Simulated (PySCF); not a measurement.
C₄H₆ClF, SMILES CC/C(F)=C/Cl.

Geometry optimised at ωB97X-D3(BJ)/def2-SVP. The structure was generated by enumeration; whether it is a known compound was not checked. One conformer was computed; it need not be the lowest.

Vertical ionisation energy (IE) and electron affinity (EA) in eV. Rows of orbital energies are one-electron estimates. Where ΔSCF, EOM or ADC give a negative EA the extra electron is unbound and the value depends on the basis.

```tsv
level	IE	EA
−ε(HOMO), −ε(LUMO), HF/def2-TZVP (PySCF)	…	…
−ε(HOMO), −ε(LUMO), PBE/def2-TZVP (PySCF)	5.83	0.84
```

Task: Fill in the missing entries. (An estimate is asked for; the answer gives what the named calculation found.)

Result: 
- −ε(HOMO), −ε(LUMO), HF/def2-TZVP (PySCF), IE: 9.71
- −ε(HOMO), −ε(LUMO), HF/def2-TZVP (PySCF), EA: -3.49
